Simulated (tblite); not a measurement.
Compound: C4H11OPSi3.
Bonds: Si1–Si2, Si2–P3, P3–Si4, Si4–C5, C5–C6 (aromatic), C6–C7 (aromatic), C7–C8 (aromatic), C8–O9 (aromatic), C5–O9 (aromatic). Hydrogens: H10, H11, H12 on Si1; H13, H14 on Si2; H15 on P3; H16, H17 on Si4; H18 on C6; H19 on C7; H20 on C8.

The geometry is computed with GFN2-xTB (gas phase).

List the bond lengths, angles and torsions at this level.

```csv
bond,length (pm)
Si1–Si2,231.7
Si2–P3,224.8
P3–Si4,223.2
Si4–C5,187.7
C5–C6,136.8
C6–C7,141.4
C7–C8,136.1
C8–O9,134.1
C5–O9,135.7
"Si1–H10, Si1–H11, Si1–H12",146.5
"Si2–H13, Si2–H14",147.2
P3–H15,137.8
"Si4–H16, Si4–H17",146.4
C6–H18,107.1
C7–H19,107.1
C8–H20,107.2
```

Bonds in one row agree within 1 pm and their mean is given. A selection of angles:
```csv
angle,degrees
Si1–Si2–P3,111.1
Si2–P3–Si4,102.8
P3–Si4–C5,112.8
Si4–C5–C6,134.4
Si4–C5–O9,116.6
C6–C5–O9,109.0
C5–C6–C7,106.8
C6–C7–C8,105.7
C7–C8–O9,110.6
C5–O9–C8,107.8
```

Torsions: Si1–Si2–P3–Si4 67° (synclinal); Si2–P3–Si4–C5 30°; P3–Si4–C5–C6 114° (anticlinal). The mirror-image conformer, all signs reversed, is as good.

P3 (three-coordinate phosphorus) is pyramidal (angles 102.8°, 95.6° and 95.2°, sum 293.5°, 0.90 Å off the plane of its three neighbours). The 5-membered ring C5–C6–C7–C8–O9 has internal angles of 105.7° to 110.6°; it is planar, 0.00 Å rms from its mean plane, widest ring torsion 0°. Si4 (SiH2 silicon) is tetrahedral (angles from 106.4° to 112.8°). Si1 (SiH3 silicon) is distorted tetrahedral (angles from 106.4° to 115.2°). Of the pairs four or more bonds apart, Si2···O9 is among the closest relative to their van der Waals radii: 3.25 Å, 90 % of the sum of Bondi's values. The 3 C–C bonds span 1.361 Å (C7–C8, aromatic) to 1.414 Å (C6–C7, aromatic), a spread of 0.053 Å. Si2 (SiH2 silicon) is distorted tetrahedral (angles from 102.4° to 115.1°).

Point group: C1 (no symmetry element, even within 0.4 Å). GFN2-xTB frequencies show an imaginary mode (51i cm⁻¹), so the point is no minimum at that level. 3 starts were optimised and ended at 0.00, 2.03 and 2.18 kcal/mol (GFN2-xTB); the lowest of these is shown.
